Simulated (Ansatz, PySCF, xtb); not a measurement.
Breaking a bond: LiNa, singlet. Each curve is given relative to its own lowest point near equilibrium.

```tsv
R / Å	A	B	C	D
2.31	21.5	12.6	4.5	11.0
2.48	13.8	5.9	0.3	4.7
2.61	9.2	2.7	0.0	1.9
2.76	5.3	0.7	1.3	0.3
2.85	3.7	0.1	2.7	0.0
2.93	2.5	0.0	4.1	0.1
3.04	1.4	0.3	6.5	0.8
3.05	1.3	0.3	6.7	0.8
3.25	0.2	1.9	11.5	3.1
3.37	0.0	3.3	14.7	4.9
3.61	0.1	6.6	21.0	9.2
3.88	0.7	10.9	29.6	14.0
4.44	2.0	18.6	50.5	21.0
4.89	2.7	23.1	69.2	24.3
5.37	3.2	26.2	89.8	26.4
5.89	3.4	28.1	111.6	27.6
6.37	3.5	28.9	129.8	28.2
7.09	3.6	29.3	151.3	28.6
7.87	3.6	29.4	165.5	28.7
8.84	3.6	29.5	172.9	28.8
```

Energies in mEh.

Assign the columns to these levels of theory: GFN1-xTB in xtb; unrestricted Hartree-Fock/LANL2DZ, with its core potentials past Ne (PySCF); unrestricted CAM-B3LYP/def2-TZVP in Ansatz (an electronic-structure program); unrestricted PBE/def2-TZVP run with Ansatz.

A is UHF/LANL2DZ; B is UKS-PBE; C is GFN1-xTB; D is UKS-CAM-B3LYP.

The unrestricted determinant behind UKS-CAM-B3LYP, UKS-PBE is spin-contaminated at 3.88 to 8.84 Å (<S²> up to 1.0, against 0.00 for a pure singlet). The unrestricted determinant behind UHF/LANL2DZ is spin-contaminated at 2.31 to 8.84 Å (<S²> up to 1.0, against 0.00 for a pure singlet).
